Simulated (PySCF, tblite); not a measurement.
Problem. Give a GFN2-xTB geometry of `C=CP(P)CCC`.

Solution. 
Z-matrix in Å and degrees, rows numbered from 1:
```
C 
C   1  1.3228
P   2  1.8189  1  126.75
P   3  2.1740  2  100.47  1   -20.32
C   3  1.8706  2   96.20  1  -120.53
C   5  1.5240  3  111.85  2   171.86
C   6  1.5235  5  111.51  3   177.78
H   1  1.0800  2  121.99  3     3.83
H   1  1.0787  2  121.80  3  -176.94
H   2  1.0850  1  120.30  3   175.36
H   4  1.3922  3   92.19  2   172.85
H   4  1.3934  3   92.60  2    81.30
H   5  1.0942  3  109.33  2    49.11
H   5  1.0945  3  106.81  2   -67.80
H   6  1.0932  5  109.31  3    56.18
H   6  1.0945  5  109.20  3   -61.51
H   7  1.0874  6  110.52  5   179.25
H   7  1.0879  6  110.43  5    59.38
H   7  1.0879  6  110.62  5   -60.59
```

P4 (three-coordinate phosphorus) is pyramidal (angles 92.6°, 92.2° and 91.4°, sum 276.2°, 0.87 Å off the plane of its three neighbours). Of the pairs four or more bonds apart, P4···H8 is among the closest relative to their van der Waals radii: 2.70 Å, 90 % of the sum of Bondi's values. The C–P distances run from 1.819 Å (C2–P3, drawn single) to 1.871 Å (P3–C5, drawn single), a spread of 0.052 Å. The 3 C–C bonds span 1.323 Å (C1=C2, drawn double) to 1.524 Å (C5–C6, drawn single), a spread of 0.201 Å.

Structure optimised with GFN2-xTB, isolated species.

Point group: C1 (no symmetry element, even within 0.4 Å). Its GFN2-xTB frequencies are all real (lowest 44 cm⁻¹). The numbers are those of one conformer (C1–C2–P3–P4 -20°, C2–P3–P4–H 173° and 81°, C2–P3–C5–C6 172°, P3–C5–C6–C7 178°). 3 starts were optimised and ended at 0.00, 0.33 and 0.77 kcal/mol (GFN2-xTB); the lowest of these is shown.

These are computed values.
